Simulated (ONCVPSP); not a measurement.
## Xe, ONCV: configuration errors across variants

Xe (Z = 54), optimised norm-conserving Vanderbilt (ONCV), made with ONCVPSP 4.0.1 (PBEsol, scalar-relativistic). Core [Ar] 3d10, reference 4s2 4p6 4d10 5s2 5p6. Waves: 4s+5s: rc 1.30 bohr, ncon 5, nbas 8, qcut 11.6 1/bohr, 3 projectors, debl 3.4 Ha; 4p+5p: rc 1.00 bohr, ncon 4, nbas 8, qcut 15.3 1/bohr, 2 projectors; 4d: rc 0.95 bohr, ncon 3, nbas 8, qcut 10.4 1/bohr, local. Local part: the d channel. Core correction: none.

All-electron excitation energies from the reference (eV): (1) 4s2 4p6 4d10 5s2 5p5 12.552; (2) 4s2 4p6 4d10 5s2 5p4 34.332; (3) 4s2 4p6 4d10 5s2 5p3 66.103; (4) 4s2 4p6 4d10 5s2 5p2 108.487.

1 further variants failed, have other tests or too few solved ones, and are left out.

A true bound ghost makes a file unfit for plane-wave use even where its test errors are small: the radial tests pick states by their node count and pass the ghost by.

Errors AE − PS in meV (a dash: test not solved or not reliable):

| change | (1) | (2) | (3) | (4) | bound ghosts | GHOST(+) flags above zero |
| --- | --- | --- | --- | --- | --- | --- |
| base | -2.1 | -6.3 | -13 | -22 | none | s, p |
| all radii scaled by about 0.86 (s 1.12, p 0.86, d 0.82 bohr) | -2.0 | -6.0 | -12 | -20 | none | s |
| all radii scaled by about 1.03 (s 1.34, p 1.04, d 0.98 bohr) | -2.2 | -6.6 | -13 | -23 | none | s, p |
| all radii scaled by about 1.11 (s 1.44, p 1.12, d 1.06 bohr) | -2.5 | -7.5 | -15 | -27 | none | s, p |
| all radii scaled by about 1.21 (s 1.58, p 1.20, d 1.14 bohr) | -2.8 | -8.7 | -18 | -32 | p | s |

Task: Give the same row for: all radii scaled by about 1.29 (s 1.68, p 1.30, d 1.22 bohr).

Result: -2.9, -6.7, -11, -17; bound ghosts: none; GHOST(+) flags above zero: s.
